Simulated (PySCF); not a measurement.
A structure optimised at PBE0-D3(BJ)/def2-SVP, used in a PySCF frequency run:

```xyz
3

Hf     0.0000     0.0000    -0.1925
Br     0.0000     2.4428     0.1980
Br     0.0000    -2.4428     0.1980
```

### Question
Write its SMILES, formula and point group.

### Answer
[Br][Hf][Br], Br₂Hf, C2v

### Question
What are its rotational constants (standard atomic weights)?

### Answer
39.314, 0.52994, 0.52289 GHz
